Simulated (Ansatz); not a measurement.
Geometry optimisation, RKS PBE/def2-SVP in Ansatz 0.2.0.

Input file:

```yaml
crystal:
  periodic: [false, false, false]
  atoms:
    - { symbol: Zr, position_ang: [-0.297539, -0.030262, 0.152445] }
    - { symbol: O, position_ang: [-0.753333, -0.247642, 2.113478] }
    - { symbol: H, position_ang: [-1.452615, -0.062649, 2.760906] }
    - { symbol: O, position_ang: [1.762929, 0.208506, 0.043951] }
    - { symbol: H, position_ang: [2.361552, -0.36498, -0.470702] }
    - { symbol: O, position_ang: [-1.24009, 1.258948, -0.910582] }
    - { symbol: H, position_ang: [-1.543816, 2.108172, -1.263551] }
    - { symbol: "N", position_ang: [-0.642225, -1.811946, -0.756561] }
    - { symbol: H, position_ang: [-0.613812, -2.7325, -0.300901] }
    - { symbol: H, position_ang: [-0.99484, -1.940953, -1.712686] }
    - { symbol: O, position_ang: [1.219546, 2.011001, 2.173003] }
    - { symbol: Al, position_ang: [2.675972, 1.404994, 1.352679] }
    - { symbol: H, position_ang: [3.590521, 0.315524, 2.124611] }
    - { symbol: H, position_ang: [3.379096, 2.533369, 0.448019] }
    - { symbol: H, position_ang: [0.704856, 1.325319, 2.670591] }
basis:
  gaussian: { orbitals: def2-SVP }
hamiltonian:
  xc: pbe
relax:
  f_tol: 0.03
  max_steps: 50
```

Command:

```bash
$ ansatz run input.yaml --threads 4 --pin off --max-ram 5120MiB --backend cpu --events-out ev --progress --plain --runs-dir out
```

Question: Where does it end, and by what steps?

Answer: The run converged. After 20 steps the energy has fallen by 0.844 eV; H3 moved furthest, 0.86 Å. Joined: Zr1–O11 (3.25 → 2.24 Å).

| step | energy less start (eV) | largest force component (eV/Å) | accepted |
| --- | --- | --- | --- |
| 0 | 0.0000 | 1.674 | yes |
| 1 | -0.1858 | 1.102 | yes |
| 2 | -0.3870 | 1.279 | yes |
| 3 | -0.5891 | 1.357 | yes |
| 4 | -0.6548 | 1.441 | yes |
| 5 | -0.7376 | 0.600 | yes |
| 6 | -0.7513 | 0.500 | yes |
| 7 | -0.7883 | 0.238 | yes |
| 8 | -0.7894 | 0.423 | yes |
| 9 | -0.8059 | 0.237 | yes |
| 10 | -0.8166 | 0.086 | yes |
| 11 | -0.7908 | 0.469 | no |
| 12 | -0.8266 | 0.102 | yes |
| 13 | -0.8283 | 0.354 | yes |
| 14 | -0.8331 | 0.212 | yes |
| 15 | -0.8366 | 0.091 | yes |
| 16 | -0.8367 | 0.395 | yes |
| 17 | -0.8412 | 0.209 | yes |
| 18 | -0.8433 | 0.154 | yes |
| 19 | -0.8434 | 0.078 | yes |
| 20 | -0.8443 | 0.024 | yes |

```xyz
15
Properties=species:S:1:pos:R:3
Zr -0.212 0.208 0.421
O -1.142 -0.089 2.137
H -1.812 -0.744 2.391
O 1.948 -0.057 0.086
H 2.307 -0.563 -0.660
O -1.172 1.399 -0.764
H -1.782 2.130 -0.939
N -0.497 -1.590 -0.545
H -0.102 -2.516 -0.344
H -1.108 -1.686 -1.366
O 1.054 1.614 1.625
Al 2.805 1.202 1.168
H 3.575 0.543 2.416
H 3.526 2.317 0.265
H 0.769 1.807 2.535
```

Whether the end is a true minimum wasn't checked by a vibrational analysis.

The run took 53 s on 4 threads of AMD EPYC 7R32 (Zen 2) (shared host), peak memory 0.26 GiB.
